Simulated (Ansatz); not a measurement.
Molecule: B$_{2}$O$_{3}$, charge 0, multiplicity 1. SMILES: O=BOB=O
Geometry from a B3LYP-D3(BJ)/def2-TZVP (Ansatz, a first-principles code) optimisation:
```xyz
5

O     -2.3578    -0.3880    -0.4469
B     -1.2349     0.0007    -0.2404
O     -0.0192     0.4735    -0.0184
B      1.2301     0.1191     0.2357
O      2.3800    -0.1604     0.4682
```
Charge 0, spin multiplicity 1.

Property: vertical electron affinity (to the doublet state of charge -1; a negative value means that the extra electron is unbound and the number depends on the basis; each state is the SCF solution reached for its spin), in eV. Correlated levels leave the core frozen unless marked. UHF or UKS for open shells. Spin-orbit coupling is left out. No relativistic terms. Anions need diffuse functions: aug- sets have them; def2-D sets add few. 

| level | program | vertical electron affinity (eV) |
|---|---|---|
| RI-HF/aug-cc-pVQZ | Ansatz | -0.30 |
| PBE/def2-TZVPD | Ansatz | 0.23 |
| B3LYP/def2-TZVPD | Ansatz | 0.24 |
| wB97M-V/def2-TZVPD | Ansatz | -0.02 |
| B2PLYP/def2-TZVPD | Ansatz | 0.09 |
| SCS-MP2/aug-cc-pVDZ | Ansatz | -0.16 |
